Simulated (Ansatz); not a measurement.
```xyz
2

Ru    0.0000    0.0000    0.0000
Cr    0.0000    0.0000    3.1350
```

Basis set: pcseg-2 on Cr; def2-TZVPP on Ru (spherical functions, with the set's core potentials past Kr). Some runs use density fitting. Charge 0, multiplicity 3.

Computed with Ansatz (development build ahead of 0.2.0); each method stands on the lowest determinant of its kind that the runs found.

The atomization energy at this shape (free ground-state atoms in the same class of orbitals less the molecule, no zero-point energy) of triplet CrRu:

| method | atomization energy |
| --- | --- |
| PBE0 (unrestricted) | 0.88 eV |

Problem. What does PBE (unrestricted) give?

Solution. 1.12 eV. Caution: another spin multiplicity may lie lower; the unrestricted determinant is a mixture of spin states.

The shape needn't be a minimum at these levels.
